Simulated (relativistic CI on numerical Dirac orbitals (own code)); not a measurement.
**Radial parameters of Re LXVI**

Method of calculation: Dirac-Coulomb-Breit CI, KLI orbitals optimised for each configuration, model QED (radiative potential, 1s self-energy scaled to tabulated hydrogen-like ionisation energies), unscaled Slater integrals (own radial code, finite nucleus).

Slater integrals F^k, G^k are unscaled and averaged over j, outside the closed core 1s2; ζ comes from projecting the Hamiltonian with its Breit term on Σ l·s of the shell.

- 2s²2p⁵3s: ζ(2p) = 7.9254e+06, G^1(2p,3s) = 152770 cm⁻¹; <r>(2p) = 0.06615, <r^2>(2p) = 0.005351, <r>(3s) = 0.1774, <r^2>(3s) = 0.03602 (bohr units).
- 2s²2p⁵3p: ζ(2p) = 7.9239e+06, F^2(2p,3p) = 399710, G^0(2p,3p) = 161080, G^2(2p,3p) = 175180, ζ(3p) = 2.1903e+06 cm⁻¹; <r>(2p) = 0.06617, <r^2>(2p) = 0.005355, <r>(3p) = 0.1734, <r^2>(3p) = 0.03486 (bohr units).
- 2s²2p⁵3d: ζ(2p) = 7.93e+06, F^2(2p,3d) = 517860, G^1(2p,3d) = 488980, G^3(2p,3d) = 282760, ζ(3d) = 307080 cm⁻¹; <r>(2p) = 0.06618, <r^2>(2p) = 0.005356, <r>(3d) = 0.1526, <r^2>(3d) = 0.02678 (bohr units).

Averages of the first 10 configurations, taken without configuration mixing, which lowers the lowest level and can move excited configurations by several eV; other configurations of the list can lie among them:

```json
{"Configuration": "2s²2p⁶", "Parity": "even", "States": "1", "Average energy above the lowest level (eV)": "0.4"}
{"Configuration": "2s²2p⁵3s", "Parity": "odd", "States": "12", "Average energy above the lowest level (eV)": "9025.6"}
{"Configuration": "2s²2p⁵3p", "Parity": "even", "States": "36", "Average energy above the lowest level (eV)": "9449.9"}
{"Configuration": "2s²2p⁵3d", "Parity": "odd", "States": "60", "Average energy above the lowest level (eV)": "9812.8"}
{"Configuration": "2s2p⁶3s", "Parity": "even", "States": "4", "Average energy above the lowest level (eV)": "10510.4"}
{"Configuration": "2s2p⁶3p", "Parity": "odd", "States": "12", "Average energy above the lowest level (eV)": "10928.8"}
{"Configuration": "2s2p⁶3d", "Parity": "even", "States": "20", "Average energy above the lowest level (eV)": "11291.6"}
{"Configuration": "2s²2p⁵4s", "Parity": "odd", "States": "12", "Average energy above the lowest level (eV)": "12457.0"}
{"Configuration": "2s²2p⁵4p", "Parity": "even", "States": "36", "Average energy above the lowest level (eV)": "12631.5"}
{"Configuration": "2s²2p⁵4d", "Parity": "odd", "States": "60", "Average energy above the lowest level (eV)": "12776.6"}
```
